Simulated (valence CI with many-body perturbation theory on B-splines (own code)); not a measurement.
# Hyperfine factors and g values of Ar10+

Computed by configuration interaction combined with many-body perturbation theory (CI+MBPT): six valence electrons over a frozen Dirac-Fock core [He], radial functions for each j: 9 s, 9 p, 8 d, 6 f, 3 g, 1 h, with the one-electron correlation potential Σ1 (screened to all orders), the two-electron term Σ2, the three-electron term Σ3, Breit, model QED; selected single and double excitations, second order for the rest, scaled by the run's own slope (own B-spline code, finite nucleus).

No measured levels were compared; by estimate levels of excited configurations hold to 0.05 to 0.15 % of their energy, terms of the ground configuration to about 0.5 %. Among the levels kept, up to 3000 cm⁻¹ of a level comes from second order outside the variational space, and about a tenth of that is noise between levels of different J, which matters for small intervals.

A/g_I is the dipole constant over the nuclear g factor μ/I (μ in nuclear magnetons, uniformly magnetised nucleus), B/Q the quadrupole constant per barn. Both hold the static response of the core; the bare values leave it out. Large factors of s and p1/2 electrons are usually good to 5 to 10 %; those of open d and f shells near neutrality can be off by tens of per cent, and small factors of p3/2, d and f electrons come from cancelling terms and can be off by a factor of two or in sign, in half-filled shells by more. B is blank for J = 1/2, where it vanishes, and for nearly pure S terms. Energies count from the lowest level. Levels with J = 0 are left out.

Names give the largest LS component (configuration and term), which can be under half, so a name can repeat, a term be missing and a line seem to break the LS rules; names also repeat where a configuration has a term twice. Letters in brackets count levels of one name in rising energy.

| Level | E (cm⁻¹) | g | A/g_I (MHz) | A/g_I bare | B/Q (MHz/b) | B/Q bare |
| --- | --- | --- | --- | --- | --- | --- |
| 2s²2p⁴ ³P_2 | 0 | 1.492 | 7630 | 8520 | 12700 | 12800 |
| 2s²2p⁴ ³P_1 | 14457 | 1.500 | -409 | 590 | -6580 | -6630 |
| 2s²2p⁴ ¹D_2 | 72041 | 1.006 | 14600 | 14600 | -26100 | -26300 |
| 2s2p⁵ ³P°_2 | 529810 | 1.500 | 36800 | 36200 | -13100 | -13200 |
| 2s2p⁵ ³P°_1 | 542130 | 1.498 | 40700 | 40200 | 6610 | 6660 |
| 2s2p⁵ ¹P°_1 | 730980 | 1.000 | 18400 | 18100 | -13000 | -13100 |
| 2s²2p³3s ⁵S°_2 | 2483100 | 1.997 | 7550 | 8740 |  |  |
| 2s²2p³3s ³S°_1 | 2516200 | 1.991 | -6830 | -4230 |  |  |
| 2s²2p³3s ³D°_1 | 2586800 | 0.536 | 3370 | 3310 | 4670 | 4710 |
| 2s²2p³3s ³D°_2 | 2587200 | 1.181 | 11200 | 11300 | 10300 | 10300 |
| 2s²2p³3s ³D°_3 | 2589300 | 1.333 | 16600 | 16800 | -228 | -230 |
| 2s²2p³3s ¹D°_2 | 2604300 | 1.022 | 14000 | 14100 | -1550 | -1560 |
| 2s²2p³3p ⁵P_1 | 2619000 | 2.489 | -1760 | 600 | 312 | 314 |
| 2s²2p³3p ⁵P_2 | 2620100 | 1.825 | 1860 | 3160 | -2990 | -3010 |
| 2s²2p³3p ⁵P_3 | 2622500 | 1.664 | 1100 | 2120 | 3160 | 3180 |
| 2s²2p³3s ³P°_1 | 2642400 | 1.475 | 25800 | 25700 | -4190 | -4220 |
| 2s²2p³3s ³P°_2 | 2646300 | 1.464 | 13300 | 13500 | -9060 | -9120 |
| 2s²2p³3p ³P_1 [a] | 2650400 | 1.497 | 4080 | 5080 | -1880 | -1890 |
| 2s²2p³3p ³P_2 [a] | 2651500 | 1.502 | 2300 | 3320 | 4330 | 4350 |
| 2s²2p³3s ¹P°_1 | 2660700 | 0.993 | 11100 | 11300 | -602 | -608 |
| 2s²2p³3p ¹P_1 [a] | 2706600 | 0.821 | 8280 | 8170 | 6800 | 6850 |
| 2s²2p³3p ³D_2 [a] | 2714700 | 1.132 | 10500 | 10600 | -4430 | -4450 |
| 2s²2p³3p ³D_1 [a] | 2717900 | 0.713 | 22700 | 22300 | -1540 | -1550 |
| 2s²2p³3p ³D_3 [a] | 2718200 | 1.302 | 11600 | 11900 | -10100 | -10100 |
| 2s²2p³3p ³F_2 | 2724500 | 0.726 | 7840 | 7590 | 6510 | 6550 |
| 2s²2p³3p ³F_3 | 2727200 | 1.122 | 6690 | 6880 | 8940 | 9000 |
| 2s²2p³3p ³F_4 | 2729600 | 1.249 | 9340 | 9620 | 2860 | 2870 |
| 2s²2p³3p ¹F_3 | 2732600 | 1.012 | 10400 | 10400 | 3330 | 3350 |
| 2s²2p³3p ³P_1 [b] | 2761600 | 1.725 | 2720 | 3670 | 1570 | 1580 |
| 2s²2p³3p ³P_2 [b] | 2769400 | 1.485 | 10700 | 11300 | 1550 | 1560 |
| 2s²2p³3p ³S_1 | 2777700 | 1.705 | 1800 | 2550 | 499 | 504 |
| 2s²2p³3p ³D_1 [b] | 2778800 | 0.597 | 21000 | 20400 | 5360 | 5390 |
| 2s²2p³3p ³D_2 [b] | 2779600 | 1.121 | 9870 | 10200 | 4370 | 4400 |

Problem. Take the isotope of mass number 39, with I = 7/2, μ = -1.59 μN and Q = -0.116 b. What is the hyperfine structure of 2s2p⁵ ³P°_1?

Solution. From the table A = -18500 MHz, B = -767 MHz. Shifts from the centre of gravity in MHz: F = 5/2: 82800, F = 7/2: 19000, F = 9/2: -64900.
